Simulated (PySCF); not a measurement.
**N: excitation energy**

N [He] 2s2 2p3 (4S) → N [He] 2s1 2p3 3d1 (6D), as a difference of total energies. Computed with PySCF 2.14 in aug-cc-pCVTZ-DK with one added diffuse shell each of s, p, d, f type (8s7p5d3f, 75 functions), with scalar relativity by spin-free X2C-1e. Correlated levels: valence: 1s2 frozen. The calculations carry no spin-orbit coupling.

```csv
method,excitation energy (cm⁻¹)
UHF,139760
MP2 (valence),155010
SCS-MP2 (valence),158010
CCSD (valence),157070
CCSD(T) (valence),157590
```

The upper state lies above the first ionisation limit, but in LS coupling its spin forbids autoionisation to the ground ion. A Rydberg-like electron needs more diffuse functions than a valence basis has.

The promoted electron is Rydberg-like, and one or two diffuse shells describe it only roughly, which tends to raise the upper state.
